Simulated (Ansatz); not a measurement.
Two isomers of C2H8BNO: A = `CB(O)CN`, B = `COB(C)N`.

Calculated with Ansatz (gas phase, PBE0-D4/def2-TZVP geometries, no zero-point term in ΔE). CCSD(T)/CBS adds triple-zeta CCSD(T) − MP2 to the extrapolated MP2 energy (def2 sets, frozen cores). DFT in def2-TZVPP. B3LYP here is the variant with VWN-RPA as its local correlation; programs differ in this. Each species was taken in one conformer, which may not be the lowest.

Problem. Which is lower in electronic energy at CCSD(T)/CBS, and by how much? (An estimate is asked.)

Solution. The calculation gave: B, by 23.1 kcal/mol.

Problem. Give E(B) − E(A) in kcal/mol with PBE0-D4, HF/def2-TZVPP, MP2/def2-TZVPP, CCSD(T)/def2-TZVPP, CCSD/def2-TZVPP, B2PLYP, B3LYP-D4. (Estimate.)

Solution. Ansatz gave: PBE0-D4 -22.9, HF/def2-TZVPP -26.2, MP2/def2-TZVPP -23.4, CCSD(T)/def2-TZVPP -23.4, CCSD/def2-TZVPP -23.6, B2PLYP -24.5, B3LYP-D4 -24.7. None reverses the order clearly.

Largest T1 diagnostic: 0.011.

In def2-TZVPP, CCSD(T) changes the Hartree–Fock value by +2.8 kcal/mol (the triples alone add +0.2 kcal/mol) and MP2 by +2.8 kcal/mol.
